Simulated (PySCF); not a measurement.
# Working out the ionisation energy of Co

Co [Ar] 3d7 4s2 (4F) → Co⁺ [Ar] 3d8 (3F). All numbers are calculated (PySCF 2.14, no relativity, point nucleus, in def2-TZVPPD). Frozen: [Ne]. Energies in hartree (1 hartree = 27.21139 eV):

```csv
part,Co (lower),Co⁺ (upper)
UHF,-1381.397535,-1381.109254
CCSD correlation,-0.563047,-0.577671
(T),-0.014303,-0.013350
```

What does Hartree-Fock give?

(-1381.109254) − (-1381.397535) = 0.288281 hartree = 7.845 eV.

What do CCSD and CCSD(T) give?

The CCSD correlation energies differ by -0.014624 hartree = -0.398 eV and the triples by 0.000953 hartree = 0.026 eV, so CCSD gives 7.447 eV and CCSD(T) 7.473 eV.

Measured between the centres of the two terms (NIST): 7.869 eV, so CCSD(T) (valence and next inner shell) is off by -0.396 eV.

The calculation is non-relativistic.

What remains against the reference includes basis incompleteness, the frozen core and higher excitations.
